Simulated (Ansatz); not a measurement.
`BC[SiH](C)Cl` + `C[SiH2]BN` → `C[SiH2][SiH](C)Cl` + `BCBN`  (redistribution)

Gas-phase electronic energies from Ansatz, PBE0-D4/def2-TZVP geometries. CBS: MP2 limit from def2 TZ/QZ plus the TZ coupled-cluster correction, frozen cores. One conformer a species, not always the lowest.

```
            species  MP2/def2-QZVPP energy (Eh)
     `BC[SiH](C)Cl`                  -854.48940
        `C[SiH2]BN`                  -411.37223
`C[SiH2][SiH](C)Cl`                 -1119.37244
             `BCBN`                  -146.49293
```

(1) Work out ΔE.

Largest T1 diagnostic among the species: 0.012.

## Answers

(1) ΔE = (-1119.37244) + (-146.49293) − (-854.48940) − (-411.37223) = -0.00374 Eh = -0.10 eV. CCSD(T)/CBS gives -0.11 eV.
